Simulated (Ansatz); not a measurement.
Reactions of `COB[SiH3]`.

Isolated molecules relaxed with PBE0-D4/def2-TZVP in Ansatz; ΔE leaves out vibrations. CBS: MP2 limit from def2 TZ/QZ plus the TZ coupled-cluster correction, frozen cores. This one scheme is used for every species. Each species was taken in one conformer, which may not be the lowest.

```
                                  reaction  CCSD/CBS(def2) (kcal/mol)
         `COB[SiH3]` + H–F → `COBF` + SiH₄                      -40.6
                 `COB[SiH3]` → `CB[SiH2]O`                       -9.1
                 `COB[SiH3]` → `BC[SiH2]O`                      -19.2
`COB[SiH3]` + `C=O` → `O=CB[SiH3]` + CH₃OH                       36.0
```

(1) Give the CCSD(T)/CBS values in the same order. (An estimate is asked.)

Largest T1 diagnostic: 0.021, for `O=CB[SiH3]`.

Answers

(1) Ansatz gave: -39.8, -8.5, -18.7, 35.1 kcal/mol.
